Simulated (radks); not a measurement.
Task: Ca III, configuration [Ar]. Method: Dirac Kohn-Sham, BLYP, spin-unpolarised, spherical densities, point nucleus; computed with a radial shooting solver on a logarithmic mesh with Libxc functionals.

Spin-orbit splittings of the eigenvalues, e(l+1/2) - e(l-1/2), with zeta = 2 splitting/(2l+1) and mean radii in bohr:

| shell | occ. | splitting (eV) | zeta (eV) | <r> j=l-1/2 | <r> j=l+1/2 |
|---|---|---|---|---|---|
| 2p | 6 | ? | ? | 0.3261 | 0.3286 |
| 3p | 6 | 0.3930 | 0.2620 | 1.254 | 1.262 |
| 3d | 0 | 0.02364 | 0.009455 | 1.768 | 1.771 |

Estimate the 2p splitting.

Result: 3.693 eV (zeta = 2.462 eV).
